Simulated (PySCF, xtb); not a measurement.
Ge(Cl)3(SH) (Cl3GeHS), SMILES [SH][Ge]([Cl])([Cl])[Cl]. The values are those of a single conformer.

Harmonic wavenumbers (cm⁻¹) from xtb with GFN2-xTB at its own minimum, in rising order: 88, 102, 118, 129, 132, 141, 306, 345, 353, 368, 688, 2413.

Problem. What does PBE-D3(BJ)/def2-SVP (PySCF) give at its own minimum? (The exact figures need the calculation; the answer reports its results.)

Solution. 70, 113, 148, 148, 156, 159, 357, 429, 430, 438, 730, 2609. Paired by order, the mean absolute difference is 53 cm⁻¹ and the zero-point energies are 7.4 and 8.3 kcal/mol.
